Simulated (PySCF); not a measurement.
Computed shifts of a molecule C₃H₅BF₂, PBE0/pcSseg-1 (PySCF), GIAO, gas phase, equivalent atoms averaged, in ppm (number of nuclei): ¹³C: 151.3 (1), 144.3 (1), 25.6 (1). ¹⁹F: -88.6 (1), -99.2 (1). ¹H: 6.86 (1), 6.68 (1), 2.25 (3). References: ¹³C against TMS (σ = 186.3 ppm); ¹¹B against BF3 (σ = 88.8 ppm); ¹⁹F against CFCl3 (σ = 167.2 ppm); ¹H against TMS (σ = 31.56 ppm), references at their B3LYP-D3(BJ)/def2-TZVP geometries, non-relativistic. The structure is a stationary point at B3LYP-D3(BJ)/def2-SVP. The values are those of a single conformer.

Pick the molecule that these values belong to.
A) C=C(C)B(F)F
B) C=CCB(F)F
C) C=CB(F)CF
D) C/C=C/B(F)F

A, C=C(C)B(F)F
